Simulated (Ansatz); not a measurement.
Cost and result for the atomization energy of `[CH3][SbH][CH3]` (10 atoms, 9 bonds).

```xyz
10

C    -0.426   -0.895    1.268
Sb   -1.218    0.375   -0.289
C     0.634    0.501   -1.392
H    -0.308   -1.904    0.871
H    -1.123   -0.927    2.105
H     0.539   -0.523    1.611
H    -0.929    1.821    0.586
H     0.799   -0.446   -1.908
H     0.565    1.297   -2.133
H     1.467    0.700   -0.719
```

The species carries charge 0 and has multiplicity 1. Correlated methods include outer-core shells of Sb, which these sets cover unevenly. Sb: def2 effective core potential. All single points use the PBE0-D4/def2-TZVP geometry. Program: Ansatz. All runs use 2 threads of a server CPU on a shared host. Times are those of one run each, without the atoms' runs, and a repeat can differ threefold. Electronic energies, without spin–orbit coupling; frozen cores. CCSD(T)/CBS adds CCSD(T) − MP2 in def2-TZVPP to the MP2 limit, and its time is that of the two runs behind it. T1 = 0.012. With those shells the extrapolation isn't a true limit. B3LYP takes the VWN-RPA correlation (the form of Gaussian; ORCA's B3LYP/G). HSE06 is the plane-wave form, built on full-range PBE exchange.

CCSD(T)/CBS is a level of theory with its own doubt, some kJ/mol a heavy atom from the limit and from the frozen cores, so smaller differences don't rank the functionals.

| level | functions | wall time | atomization (kJ/mol) | difference from CCSD(T)/CBS | per bond |
| --- | --- | --- | --- | --- | --- |
| revPBE-D4/def2-TZVPP | 210 | 1.6 s | 3299.8 | -37.8 | -4.2 |
| HSE06-D4/def2-TZVPP | 210 | 2.3 s | 3322.6 | -15.0 | -1.7 |
| BHLYP-D4/def2-TZVPP | 210 | 2.6 s | 3267.2 | -70.4 | -7.8 |
| r2SCAN-D4/def2-TZVPP (with forces) | 210 | 3.3 s | 3320.7 | -16.9 | -1.9 |
| B3LYP-D4/def2-TZVPP (with forces) | 210 | 3.5 s | 3343.8 | 6.2 | 0.7 |
| CCSD(T)/def2-SVP | 89 | 5 s | 3124.9 | -212.7 | -23.6 |
| B97M-V/def2-TZVPP | 210 | 5.5 s | 3348.3 | 10.7 | 1.2 |
| PBE-QIDH/def2-TZVPP | 210 | 5.5 s | 3290.7 | -46.9 | -5.2 |
| ωB97X-V/def2-TZVPP | 210 | 6 s | 3343.7 | 6.1 | 0.7 |
| ωB97M-V/def2-TZVPP (with forces) | 210 | 8.5 s | 3326.3 | -11.3 | -1.3 |
| MP2/def2-QZVPP | 406 | 16 s | 3285.5 | -52.1 | -5.8 |
| CCSD(T)/def2-TZVPP | 210 | 44 s | 3255.3 | -82.3 | -9.1 |
| CCSD(T)/CBS(def2) | – | 60 s | 3337.6 | 0.0 | 0.0 |

From BLYP to BHLYP (50 % exact exchange), in def2-TZVPP and without D4, the atomization energy moves by −46.5 kJ/mol: exact exchange takes away binding that semilocal exchange gives to molecules. Leaving LDA and LC-ωPBE aside and taking each functional with its dispersion term where it has one, the values, not all of them listed here, spread over 96.8 kJ/mol, from BHLYP-D4 to PBE-D4. LDA lies +412.2 kJ/mol from PBE without D4, its usual overbinding. In def2-TZVPP, CCSD(T) changes the Hartree–Fock value by +822.2 kJ/mol (the triples alone add +40.9 kJ/mol) and MP2 by +803.5 kJ/mol; breaking electron pairs costs correlation energy, which Hartree–Fock lacks.
